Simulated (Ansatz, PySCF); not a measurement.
This Ansatz (an electronic-structure program) input computes a B3LYP/def2-TZVPD energy:

Ansatz 0.2 input:
```yaml
crystal:
  periodic: [false, false, false]
  atoms:
    - {symbol: B, position_ang: [-0.79352937, 0.07341225, -0.00687668]}
    - {symbol: N, position_ang: [0.75829670, -0.18305443, 0.03438040]}
    - {symbol: H, position_ang: [-1.31063212, -0.66990919, -0.85355781]}
    - {symbol: H, position_ang: [-1.11257612, 1.25287133, -0.29288637]}
    - {symbol: H, position_ang: [-1.28302308, -0.18833522, 1.10157951]}
    - {symbol: H, position_ang: [1.19392406, 0.45212424, 0.69991940]}
    - {symbol: H, position_ang: [1.17187716, 0.06756860, -0.86133418]}
basis:
  gaussian:
    orbitals: def2-TZVPD
hamiltonian:
  xc: {name: B3LYP}
total_charge: -1
output: {forces: true}
```

**Question.** Write an input for the same energy in PySCF and say what it gives.

**Answer.** 
```python
from pyscf import gto, scf, dft

mol = gto.M(
    atom='''
    B    -0.79352937    0.07341225   -0.00687668
    N     0.75829670   -0.18305443    0.03438040
    H    -1.31063212   -0.66990919   -0.85355781
    H    -1.11257612    1.25287133   -0.29288637
    H    -1.28302308   -0.18833522    1.10157951
    H     1.19392406    0.45212424    0.69991940
    H     1.17187716    0.06756860   -0.86133418
    ''',
    basis='def2-tzvpd',
    charge=-1,
    spin=0,
    verbose=4,
)

mf = dft.RKS(mol, xc='b3lyp').density_fit(auxbasis='def2-universal-jkfit')
mf.grids.level = 3
mf.conv_tol = 1e-9
mf.max_cycle = 100
mf.max_memory = 1500
mf.kernel()
if not mf.converged:
    mf = mf.newton()
    mf.kernel(mf.make_rdm1())
mf.analyze()
```
It gives -82.67648 Eh, and Ansatz -82.67644 Eh, a difference of 0.04 mEh, from the treatment of integrals and grids.

It need not be the lowest isomer of its formula. Whether it binds its extra electron was not tested at this geometry.
